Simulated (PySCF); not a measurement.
CH4F2OSi. Atoms are numbered in the order given.

```xyz
9

C     -0.1801     1.8083     0.0000
Si    -0.0065    -0.0208     0.0000
O     -1.4836    -0.7346     0.0000
F      0.8460    -0.5311    -1.2790
F      0.8460    -0.5311     1.2790
H     -0.7314     2.1421     0.8922
H      0.8089     2.2910     0.0000
H     -0.7314     2.1421    -0.8922
H     -1.5336    -1.6961     0.0000
```
Charge 0, spin multiplicity 1.

Coordinates come from a ωB97X-D3(BJ)/def2-SVP optimisation. One conformer was computed; it need not be the lowest.

The numbers are results of CAM-B3LYP/def2-TZVP (PySCF), not measurements.

Atomic charges (e):

| atom | IAO | Löwdin |
|---|---|---|
| C1 | -0.78 | -0.42 |
| Si2 | 1.76 | -0.11 |
| O3 | -0.80 | -0.09 |
| F4 | -0.54 | 0.01 |
| F5 | -0.54 | 0.01 |
| H6 | 0.17 | 0.14 |
| H7 | 0.17 | 0.14 |
| H8 | 0.17 | 0.14 |
| H9 | 0.38 | 0.19 |

Question: Give the Mayer and Wiberg (Löwdin basis) orders of the bonds. (Estimate from the structure and the level; the computed values follow.)

Answer: 
```
bond    Mayer  Wiberg
------  -----  ------
C1–Si2   1.04    1.21
Si2–O3   1.23    1.69
Si2–F4   1.09    1.67
Si2–F5   1.09    1.67
C1–H6    0.94    0.89
C1–H7    0.95    0.89
C1–H8    0.94    0.89
O3–H9    0.87    1.01
```
